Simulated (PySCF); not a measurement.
# Excitation energy of Os⁺ by level of theory

Os⁺ [Xe] 4f14 5d6 6s1 (6D) → Os⁺ [Xe] 4f14 5d7 (4F), as a difference of total energies. Computed with PySCF 2.14 in aug-cc-pVTZ-PP with ECP60MDF (6s6p5d3f2g, 88 functions), with scalar relativity through the core potential. Correlated levels: valence: 5s2 5p6 frozen. The calculations carry no spin-orbit coupling.

```json
{"method": "UHF", "excitation energy (cm⁻¹)": "14416"}
{"method": "MP2 (valence)", "excitation energy (cm⁻¹)": "9711.7"}
{"method": "SCS-MP2 (valence)", "excitation energy (cm⁻¹)": "5399.8"}
{"method": "CCSD (valence)", "excitation energy (cm⁻¹)": "9511.3"}
{"method": "CCSD(T) (valence)", "excitation energy (cm⁻¹)": "8782.8"}
```
